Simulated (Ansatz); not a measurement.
AlBrF2 (`[F][Al]([F])[Br]`). Total charge 0; spin multiplicity 1. Correlated methods include outer-core shells of Br, which these sets cover unevenly. Scalar relativity is left out up to krypton.

Z-matrix (Å, degrees):
```
Al
F 1 1.631
Br 1 2.216 2 120.6
F 1 1.631 2 118.9 3 -180.0
```

(1) Give the diagnostics of a CCSD(T)/def2-TZVPP run (frozen core, the Gaussian-basis code of Ansatz). (Estimate.)

## Answers

(1) Ansatz gave: T1 = 0.0102, largest single amplitude 0.028, largest double 0.024, (T) share of the correlation energy 2.9 %, 9 CCSD cycles. The RHF solution is stable towards an unrestricted one. T1 lies under the customary mark of 0.02 for closed shells.
